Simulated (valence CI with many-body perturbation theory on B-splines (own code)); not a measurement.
**Ti XVIII: calculated level list**

Method: configuration interaction combined with many-body perturbation theory (CI+MBPT): three valence electrons over a frozen Dirac-Fock core [He], radial functions for each j: 9 s, 9 p, 8 d, 6 f, 3 g, 1 h, with the one-electron correlation potential Σ1 (screened to all orders), the two-electron term Σ2, the three-electron term Σ3, Breit, model QED; selected single and double excitations, second order for the rest, scaled by the run's own slope (own B-spline code, finite nucleus).

No measured levels were compared; by estimate levels of excited configurations hold to 0.05 to 0.15 % of their energy, terms of the ground configuration to about 0.5 %.

Levels 1 to 45 of 57, with energies above the lowest level, 2s²2p ²P°_1/2. "Leading %" is the weight of the configuration and term that name the level; weights of strongly mixed levels are sums over their largest components and can fall short, so below about 35 % the name and the second component can differ from the true leading terms, or belong to a minority configuration. In the jj column 3d3/2^4 stands for four electrons in 3d with j = 3/2. Lifetimes count E1, E2, E3, M1 and M2 decay at the calculated energies, and are blank where another channel may lead or the interval is too uncertain; long ones can be off by a factor of two.

| No. | Configuration | Term | J | E (eV) | Leading % | Second component | Leading jj | Lifetime |
| --- | --- | --- | --- | --- | --- | --- | --- | --- |
| 1 | 2s²2p | ²P° | 1/2 | 0.00 | 98 |  | 2s^2 2p1/2 (98 %) |  |
| 2 | 2s²2p | ²P° | 3/2 | 6.97 | 97 |  | 2s^2 2p3/2 (97 %) | 624 μs |
| 3 | 2s2p² | ⁴P | 1/2 | 38.37 | 99 |  | 2s 2p1/2^2 (55 %) | 41.7 ns |
| 4 | 2s2p² | ⁴P | 3/2 | 41.28 | 100 |  | 2s 2p1/2 2p3/2 (92 %) | 340 ns |
| 5 | 2s2p² | ⁴P | 5/2 | 44.68 | 98 |  | 2s 2p3/2^2 (53 %) | 65.8 ns |
| 6 | 2s2p² | ²D | 3/2 | 68.94 | 98 |  | 2s 2p1/2 2p3/2 (76 %) | 163 ps |
| 7 | 2s2p² | ²D | 5/2 | 69.67 | 98 |  | 2s 2p1/2 2p3/2 (53 %) | 234 ps |
| 8 | 2s2p² | ²S | 1/2 | 83.58 | 53 | 46 % 2s2p² ²P | 2s 2p1/2^2 (45 %) | 39.4 ps |
| 9 | 2s2p² | ²P | 1/2 | 91.03 | 54 | 45 % 2s2p² ²S | 2s 2p3/2^2 (67 %) | 36.0 ps |
| 10 | 2s2p² | ²P | 3/2 | 92.68 | 98 |  | 2s 2p3/2^2 (68 %) | 28.1 ps |
| 11 | 2p³ | ⁴S° | 3/2 | 119.29 | 97 |  | 2p1/2 2p3/2^2 (49 %) | 31.0 ps |
| 12 | 2p³ | ²D° | 3/2 | 133.78 | 91 | 7 % 2p³ ²P° | 2p1/2 2p3/2^2 (50 %) | 74.7 ps |
| 13 | 2p³ | ²D° | 5/2 | 135.05 | 100 |  | 2p1/2 2p3/2^2 (100 %) | 74.7 ps |
| 14 | 2p³ | ²P° | 1/2 | 149.93 | 97 |  | 2p1/2 2p3/2^2 (97 %) | 33.8 ps |
| 15 | 2p³ | ²P° | 3/2 | 152.26 | 88 | 8 % 2p³ ²D° | 2p3/2^3 (77 %) | 34.7 ps |
| 16 | 2s²3s | ²S | 1/2 | 683.51 | 94 | 4 % 2p²3s ²S | 2s^2 3s (94 %) | 767 fs |
| 17 | 2s²3p | ²P° | 1/2 | 701.59 | 91 | 4 % 2p²3p ²P° | 2s^2 3p1/2 (91 %) | 9.05 ps |
| 18 | 2s²3p | ²P° | 3/2 | 703.53 | 91 | 4 % 2p²3p ²P° | 2s^2 3p3/2 (91 %) | 8.80 ps |
| 19 | 2s2p3s | ⁴P° | 1/2 | 720.05 | 97 |  | 2s 2p1/2 3s (92 %) | 679 fs |
| 20 | 2s²3d | ²D | 3/2 | 720.23 | 95 | 4 % 2p²3d ²D | 2s^2 3d3/2 (95 %) | 112 fs |
| 21 | 2s²3d | ²D | 5/2 | 720.80 | 95 | 4 % 2p²3d ²D | 2s^2 3d5/2 (95 %) | 115 fs |
| 22 | 2s2p3s | ⁴P° | 3/2 | 722.04 | 95 |  | 2s 2p1/2 3s (69 %) | 662 fs |
| 23 | 2s2p3s | ⁴P° | 5/2 | 726.66 | 98 |  | 2s 2p3/2 3s (98 %) | 633 fs |
| 24 | 2s2p3s | ²P° | 1/2 | 729.54 | 94 |  | 2s 2p1/2 3s (77 %) | 913 fs |
| 25 | 2s2p3s | ²P° | 3/2 | 734.46 | 93 |  | 2s 2p3/2 3s (90 %) | 762 fs |
| 26 | 2s2p3p | ⁴D | 1/2 | 736.07 | 74 | 24 % 2s2p3p ²P | 2s 2p1/2 3p1/2 (95 %) | 1.14 ps |
| 27 | 2s2p3p | ⁴D | 3/2 | 737.81 | 77 | 19 % 2s2p3p ²P | 2s 2p1/2 3p1/2 (66 %) | 1.47 ps |
| 28 | 2s2p3p | ²P | 1/2 | 740.55 | 68 | 24 % 2s2p3p ⁴D | 2s 2p1/2 3p3/2 (54 %) | 338 fs |
| 29 | 2s2p3p | ²P | 3/2 | 740.61 | 48 | 18 % 2s2p3p ⁴S | 2s 2p1/2 3p3/2 (67 %) | 510 fs |
| 30 | 2s2p3p | ⁴D | 5/2 | 740.93 | 95 |  | 2s 2p1/2 3p3/2 (56 %) | 100 ps |
| 31 | 2s2p3p | ⁴S | 3/2 | 744.82 | 52 | 18 % 2s2p3p ⁴P | 2s 2p1/2 3p3/2 (52 %) | 843 fs |
| 32 | 2s2p3p | ⁴P | 1/2 | 744.83 | 95 |  | 2s 2p1/2 3p1/2 (61 %) | 7.82 ps |
| 33 | 2s2p3p | ⁴D | 7/2 | 745.06 | 99 |  | 2s 2p3/2 3p3/2 (99 %) | 460 ps |
| 34 | 2s2p3p | ⁴P | 3/2 | 747.86 | 48 | 34 % 2s2p3p ²D | 2s 2p3/2 3p1/2 (72 %) | 579 fs |
| 35 | 2s2p3p | ²D | 3/2 | 748.73 | 47 | 24 % 2s2p3p ⁴P | 2s 2p3/2 3p3/2 (59 %) | 427 fs |
| 36 | 2s2p3p | ⁴P | 5/2 | 749.11 | 81 | 14 % 2s2p3p ²D | 2s 2p3/2 3p1/2 (55 %) | 1.63 ps |
| 37 | 2s2p3d | ⁴F° | 3/2 | 752.54 | 93 |  | 2s 2p1/2 3d3/2 (90 %) | 1.79 ps |
| 38 | 2s2p3p | ²D | 5/2 | 752.57 | 84 | 14 % 2s2p3p ⁴P | 2s 2p3/2 3p3/2 (78 %) | 271 fs |
| 39 | 2s2p3d | ⁴F° | 5/2 | 753.76 | 91 | 7 % 2s2p3d ⁴D° | 2s 2p1/2 3d3/2 (44 %) | 928 fs |
| 40 | 2s2p3d | ⁴F° | 7/2 | 755.71 | 88 | 10 % 2s2p3d ⁴D° | 2s 2p1/2 3d5/2 (59 %) | 623 fs |
| 41 | 2s2p3p | ²S | 1/2 | 756.41 | 92 |  | 2s 2p3/2 3p3/2 (73 %) | 225 fs |
| 42 | 2s2p3d | ⁴P° | 5/2 | 758.01 | 42 | 30 % 2s2p3d ⁴D° | 2s 2p1/2 3d5/2 (76 %) | 120 fs |
| 43 | 2s2p3s | ²P° | 1/2 | 758.31 | 87 | 7 % 2s2p3d ⁴D° | 2s 2p3/2 3s (65 %) | 323 fs |
| 44 | 2s2p3s | ²P° | 3/2 | 758.44 | 50 | 26 % 2s2p3d ⁴D° | 2s 2p3/2 3s (38 %) | 169 fs |
| 45 | 2s2p3d | ⁴D° | 3/2 | 758.60 | 40 | 40 % 2s2p3s ²P° | 2s 2p3/2 3s (33 %) | 130 fs |

Names give the largest LS component (configuration and term), which can be under half, so a name can repeat, a term be missing and a line seem to break the LS rules; names also repeat where a configuration has a term twice.

Where two levels of one J and parity lie close, their mixing, g and order are uncertain.

The ionisation energy to 2s² ¹S0 of the next ion comes out as 1220.4 eV (NIST: 1220.3 ± 0.5 eV (semi-empirical)). All 57 levels together are meant to be complete up to 774.62 eV.
